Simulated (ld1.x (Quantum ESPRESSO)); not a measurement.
Which change was made? (Ga, TM)

Ga (Z = 31), norm-conserving Troullier–Martins (Kleinman–Bylander form), made with ld1.x (Quantum ESPRESSO) 7.5 (BLYP, scalar-relativistic). Core [Ar] 3d10, reference 4s2 4p1. Waves: 4s (bound): rc 2.00 bohr; 4p (bound): rc 2.00 bohr. Local part: the p channel. Core correction: none.

Cutoffs, loose and tight: the cutoffs (Ry, on a coarse ladder) from which the occupation-weighted sum of valence levels, in a spherical-Bessel basis at the reference potential, stays within 10 and 1 mRy of its value at 400 Ry. They do not see the model core or the augmentation charge, which bear on the density cutoff. Test errors are all-electron minus pseudo excitation energies from the reference, over the configurations 4s2 4p0; 4s1 4p0; 4s2 4p0.5; 4s1 4p1; 4s1 4p2; 4s0 4p3; 4s2 4p1.3; variants that change the core or the reference have their own tests.

The base gives: outcome: generated; cutoff, loose: 15 Ry; cutoff, tight: 35 Ry; bound ghosts: s; largest test error (meV): +166.

Problem. After one change the result is: outcome: generated; cutoff, loose: 30 Ry; cutoff, tight: 55 Ry; bound ghosts: s; largest test error (meV): +179. Which change was it?
A. all radii scaled by about 1.09 (s 2.18, p 2.18 bohr)
B. all radii scaled by about 0.77 (s 1.54, p 1.54 bohr)
C. all radii scaled by about 1.35 (s 2.70, p 2.70 bohr)

Solution. B. The others give: all radii scaled by about 1.09 (s 2.18, p 2.18 bohr) → outcome: generated; cutoff, loose: 12 Ry; cutoff, tight: 30 Ry; bound ghosts: none; largest test error (meV): +164 | all radii scaled by about 1.35 (s 2.70, p 2.70 bohr) → outcome: generated; cutoff, loose: 8 Ry; cutoff, tight: 18 Ry; bound ghosts: none; largest test error (meV): +162.
